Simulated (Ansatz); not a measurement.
The cluster Ta2O5⁺, 7 atoms. Hardware: 4 threads of Arm Neoverse V1 on a shared host.

In the def2 sets Ta takes a core potential; there is no spin–orbit coupling. Correlated methods freeze 5 core orbitals; core or outer-core shells of Ta are correlated, in sets that lack core-valence functions.

Question: How many basis functions does each of these Ansatz runs have, and roughly what does it cost? r2SCAN-D4/def2-TZVP, charge 1 doublet, energy, from earlier orbitals; PBE-D4/def2-SVP, charge 1 doublet, energy with a search over starts; PBE0-D4/def2-SVP, charge 1 doublet, energy, from earlier orbitals; BLYP-D4/def2-TZVP, charge 1 doublet, energy, from earlier orbitals; ωB97X-V/def2-TZVP, charge 1 doublet, energy, from earlier orbitals; PBE-D4/def2-TZVP, charge 1 doublet, energy and forces, from earlier orbitals; PBE-D4/def2-SVP, charge 1 doublet, relaxation, 13 steps; CCSD(T)/def2-SVP, charge 1 doublet, energy, from earlier orbitals; PBE-D4/def2-SVP, charge 1 doublet, energy, from earlier orbitals; PBE0-D4/def2-TZVP, charge 1 doublet, energy, from earlier orbitals; MP2/def2-TZVP, charge 1 doublet, energy, from earlier orbitals; r2SCANh-D4/def2-TZVP, charge 1 doublet, energy, from earlier orbitals.

Answer: Other jobs shared the machine, so times can vary by a factor of up to 3. A dash marks memory too small to be measured apart from the calling script's.

| run | functions | fitting or Cholesky vectors | wall time | peak host memory (GiB) |
| --- | --- | --- | --- | --- |
| PBE-D4/def2-SVP, charge 1 doublet, energy, from earlier orbitals | 134 | 1323 | 3.4 s | – |
| PBE0-D4/def2-SVP, charge 1 doublet, energy, from earlier orbitals | 134 | 1269 | 4.9 s | – |
| BLYP-D4/def2-TZVP, charge 1 doublet, energy, from earlier orbitals | 235 | 1429 | 6 s | – |
| PBE-D4/def2-SVP, charge 1 doublet, energy with a search over starts | 134 | 1323 | 6.5 s | – |
| PBE-D4/def2-TZVP, charge 1 doublet, energy and forces, from earlier orbitals | 235 | 1429 | 7.5 s | – |
| MP2/def2-TZVP, charge 1 doublet, energy, from earlier orbitals | 235 | 1765 | 13 s | 0.77 |
| PBE0-D4/def2-TZVP, charge 1 doublet, energy, from earlier orbitals | 235 | 1571 | 13 s | 1 |
| r2SCANh-D4/def2-TZVP, charge 1 doublet, energy, from earlier orbitals | 235 | 1429 | 16 s | 1.1 |
| r2SCAN-D4/def2-TZVP, charge 1 doublet, energy, from earlier orbitals | 235 | 1429 | 18 s | – |
| PBE-D4/def2-SVP, charge 1 doublet, relaxation, 13 steps | 134 | 1323 | 35 s | – |
| ωB97X-V/def2-TZVP, charge 1 doublet, energy, from earlier orbitals | 235 | 1477 | 69 s | 1.8 |
| CCSD(T)/def2-SVP, charge 1 doublet, energy, from earlier orbitals | 134 | 1269 | 4.6 min | 3.5 |
